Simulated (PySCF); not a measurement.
Bonds (- single, = double, # triple, : aromatic): F1-C2 1.340 Å, C2-F3 1.333 Å, C2-F4 1.334 Å, C2-C5 1.513 Å, C5-C6 1.513 Å, C6-F7 1.333 Å, C6-F8 1.333 Å, C6-F9 1.340 Å. C5 carries H10, H11.

- B97-2/pcSseg-2 with gauge-including orbitals
- coordinates at the PBE0-D3(BJ)/def2-TZVP level
- run in PySCF
- fast rotation and ring inversion assumed for equivalent nuclei, in vacuum, non-relativistic, one computed conformer

Shifts are taken against calculated references (same method and geometry level): $^{13}$C and $^{1}$H vs TMS; $^{19}$F vs CFCl3.

```
            atoms   nucleus  count  δ (ppm)
            C2/C6  $^{13}$C      2        ?
F1/F3/F4/F7/F8/F9  $^{19}$F      6    -75.6
          H10/H11   $^{1}$H      2     2.67
               C5  $^{13}$C      1        ?
```

Task: Estimate the values marked ?.

Result: 
- C2/C6: 133.7 ppm, CF3 carbon; 3 electronegative neighbours deshield it
- C5: 42.0 ppm, sp3 CH2; aliphatic region, no heteroatom directly attached

Shifts are as computed. Against solution values, carbons near 30 ppm lie about +3 ppm off and those near 130 ppm about +7 ppm. Of 1211 compounds with measured shifts, 218 miss one by over three times the rms of a fit or turn the order of signals round; such compounds aren't used in these exercises. Unscaled 19F shifts against computed CFCl3 carry errors that often reach 10 to 50 ppm.
